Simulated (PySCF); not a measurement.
Level of theory: PBE-D3(BJ)/def2-TZVP // PBE0-D3(BJ)/def2-SVP (PySCF). All species are isolated molecules in the gas phase. 

Reference species (SMILES): `[Cl][Ge]([Cl])([Cl])[Cl]` (neutral, multiplicity 1).

- LUMO = -3.31 eV
- HOMO–LUMO gap = 4.89 eV
- S1 oscillator strength = 0.000
- HOMO = -8.20 eV

Changed species: `[Cl][Ge]([Cl])([Cl])[O]C` (1 of 4 Cl replaced by OCH3; the reference has 0 of 4 Cl replaced by OCH3).

### Question
Give the shifts of the LUMO, HOMO–LUMO gap, S1 oscillator strength and HOMO.

### Answer
the LUMO goes up by 0.60 eV, to -2.71 eV; the HOMO–LUMO gap drops by 0.31 eV, to 4.58 eV; the S1 oscillator strength stays essentially unchanged; the HOMO rises by 0.91 eV, to -7.29 eV.
